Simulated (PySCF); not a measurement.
## Radial density of Kr⁺ (krypton, charge +1)

PBE0, [Ar] 3d10 4s2 4p5, 2P determinant. Computed with PySCF 2.14 in x2c-SVPall, with the spin-free X2C one-electron Hamiltonian (Gaussian nucleus).

| r (bohr) | 4πr²ρ (e/bohr) | 4πr²(ρα − ρβ) |
| --- | --- | --- |
| 0.000580 | 0.2223 | 0.0000 |
| 0.000975 | 0.6014 | 0.0000 |
| 0.00164 | 1.529 | 0.0000 |
| 0.00276 | 3.574 | 0.0000 |
| 0.00464 | 8.093 | 0.0000 |
| 0.00780 | 16.86 | 0.0001 |
| 0.0131 | 30.35 | 0.0007 |
| 0.0221 | 42.85 | 0.0034 |
| 0.0371 | 42.84 | 0.0142 |
| 0.0625 | 36.85 | 0.0412 |
| 0.105 | 50.22 | 0.0535 |
| 0.177 | 44.97 | -0.0013 |
| 0.297 | 30.12 | 0.0753 |
| 0.500 | 35.26 | 0.0838 |
| 0.841 | 11.08 | 0.1080 |
| 1.41 | 5.546 | 0.6945 |
| 2.38 | 1.870 | 0.2847 |
| 4.00 | 0.1286 | 0.0219 |
| 6.73 | 1.958e-05 | 0.0000 |

Densities and radii are taken from the X2C orbitals without a picture-change correction, which distorts them close to the nucleus.
